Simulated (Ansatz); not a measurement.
Ca₄O₆H₄, a hydroxylated oxide cluster. The state is a singlet with charge 0. Geometry B3LYP-D4/def2-SVP, basis def2-TZVP, Ansatz.

Cartesian coordinates in Å:
```
Ca 1.279 1.354 -0.559
Ca 0.280 1.274 2.421
Ca -0.304 -1.415 0.611
Ca -1.884 0.709 -1.237
O -2.038 -1.476 -0.922
O -0.305 1.769 -2.290
O 1.468 -0.943 -0.626
O -0.738 0.740 0.507
O 0.136 -0.999 2.770
O 1.775 2.085 1.325
H -2.374 -2.222 -1.430
H -0.099 2.083 -3.177
H 2.260 -1.437 -0.864
H 0.543 -1.521 3.470
```

```tsv
run	HOMO (eV)	LUMO (eV)
A	-3.17	-1.57
B	-3.39	-1.48
C	-3.28	-1.56
D	-4.40	-1.00
E	-3.34	-0.99
```

Question: The runs used B97M-V, BLYP, PBE, PBE0, r2SCAN. Estimate which is which.

Answer: A BLYP (0 % exact exchange); B B97M-V (0 % exact exchange); C PBE (0 % exact exchange); D PBE0 (25 % exact exchange); E r2SCAN (0 % exact exchange). Exact exchange lowers occupied and raises empty levels; among semilocal functionals meta-GGAs tend to open the gap a little, and such runs are hard to tell apart. The gap grows from 1.60 eV (BLYP) to 3.40 eV (PBE0).
